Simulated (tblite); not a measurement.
Species: C6H13P2 (charge +1).
Numbering: `[CH3:1][C:2]#[C:3][P@H+:4]([CH3:5])[CH2:6][CH2:7][PH2:8]` (hydrogens: H9, H10, H11 on C1; H12 on P4; H13, H14, H15 on C5; H16, H17 on C6; H18, H19 on C7; H20, H21 on P8)

Structure optimised with GFN2-xTB, isolated species.

(1) Give the optimised bond lengths and angles.

Answers

(1) 
```csv
bond,length (bohr),order
C1–C2,2.697,single
C2≡C3,2.287,triple
C3–P4,3.265,single
P4–C5,3.416,single
P4–C6,3.443,single
C6–C7,2.886,single
C7–P8,3.531,single
"C1–H9, C1–H10, C1–H11",2.059,single
P4–H12,2.600,single
"C5–H13, C5–H14, C5–H15",2.061,single
C6–H16,2.071,single
C6–H17,2.071,single
C7–H18,2.061,single
C7–H19,2.067,single
"P8–H20, P8–H21",2.631,single
```

Bonds in one row agree within 0.02 bohr and their mean is given. Orders are formal, as drawn. A selection of angles:
```csv
angle,degrees
C1–C2–C3,179.6
C2–C3–P4,178.5
C3–P4–C5,109.2
C3–P4–C6,112.6
C5–P4–C6,108.4
P4–C6–C7,111.0
C6–C7–P8,108.9
```

Dihedral angles: C3–P4–C6–C7 -45° (synclinal); P4–C6–C7–P8 -41° (synclinal).

P8 (phosphine phosphorus) is pyramidal (angles 96.2°, 96.1° and 93.3°, sum 285.6°, 0.79 Å off the plane of its three neighbours). The 4 C–P bonds span 1.728 Å (C3–P4, drawn single) to 1.869 Å (C7–P8, drawn single), a spread of 0.141 Å. The 3 C–C bonds span 1.210 Å (C2≡C3, drawn triple) to 1.527 Å (C6–C7, drawn single), a spread of 0.317 Å. Of the pairs four or more bonds apart, C3···P8 is among the closest relative to their van der Waals radii: 3.32 Å, 95 % of the sum of Bondi's values. P4 (phosphonium phosphorus) is tetrahedral (angles from 106.6° to 112.6°).

Point group: C1 (no symmetry element, even within 0.4 Å). GFN2-xTB frequencies show an imaginary mode (35i cm⁻¹), so the point is no minimum at that level. Torsions: C3–P4–C6–C7 -45°, P4–C6–C7–P8 -41°, C6–C7–P8–H -176° and -82°. 3 starts were optimised and ended at 0.00, 4.86 and 5.27 kcal/mol (GFN2-xTB); the lowest of these is shown.

Run on one thread, Arm Neoverse V1, on a shared host. This is the geometry optimisation.

One conformer stands for the species.

The numbers are calculated, not measured.
